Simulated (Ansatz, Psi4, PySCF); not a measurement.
CH₃S (SMILES C[S-]), charge -1, singlet, at a GFN2-xTB geometry. Base run: MP2/cc-pVDZ (PySCF).

PySCF was given this input:
```python
from pyscf import gto, scf, mp

mol = gto.M(
    atom='''
C    -0.03158867    1.10849493    0.00618882
S     0.01982142   -0.69556393   -0.00388339
H    -1.06837494    1.46368151   -0.03291479
H     0.43481506    1.50121040    0.91770101
H     0.50594923    1.51316136   -0.85978488
''',
    basis='cc-pvdz',
    charge=-1,
    verbose=4,
)

mf = scf.RHF(mol)
mf.kernel()

pt = mp.MP2(mf)
pt.kernel()
print('E(MP2) = %.10f' % pt.e_tot)
```

The same geometry, method and basis name were run in Ansatz (a first-principles code) and Psi4 and PySCF, at each program's defaults and at the settings that a row names. The base is PySCF at its defaults. Differences at the defaults can come from grids, fitting, cores and function types together.

| code and settings | ΔE vs base (mEh) | basis functions | E (Eh) | SCF cycles |
|---|---|---|---|---|
| PySCF, defaults (exact integrals, spherical functions, all electrons correlated) | 0.000 | 47 | -437.42085 | 9 |
| Psi4, defaults (density fitting with its default set, spherical functions, all electrons correlated) | ___ | 47 | ___ | 10 |
| Ansatz, defaults (factorised integrals, spherical functions, frozen core) | 9.295 | 47 | -437.41156 | - |
| PySCF, frozen core | 9.291 | 47 | -437.41156 | 9 |
| Psi4, exact integrals, spherical functions, frozen core | 9.291 | 47 | -437.41156 | 10 |
| Ansatz, high accuracy, frozen core | 9.291 | 47 | -437.41156 | - |

Q: Complete the blanks.

A: 
- Psi4, defaults (density fitting with its default set, spherical functions, all electrons correlated), ΔE vs base (mEh): 0.177
- Psi4, defaults (density fitting with its default set, spherical functions, all electrons correlated), E (Eh): -437.42068
